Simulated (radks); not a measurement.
All-electron atom: the chlorine ion Cl8+ in [He] 2s2 2p5. Calculated with a radial shooting solver on a logarithmic mesh with Libxc functionals: Dirac Kohn-Sham, PBE, spin-unpolarised, spherical densities, finite nucleus; open shells fill j = l - 1/2 first; Fermi nuclear charge, rms radius 3.3654 fm.

Spin-orbit splittings of the eigenvalues, e(l+1/2) - e(l-1/2), with zeta = 2 splitting/(2l+1) and mean radii in bohr:

| shell | occ. | splitting (eV) | zeta (eV) | <r> j=l-1/2 | <r> j=l+1/2 |
|---|---|---|---|---|---|
| 2p | 5 | ? | ? | 0.3851 | 0.3871 |
| 3p | 0 | 0.3580 | 0.2387 | 1.159 | 1.162 |

Estimate the 2p splitting.

Answer. 1.872 eV (zeta = 1.248 eV).
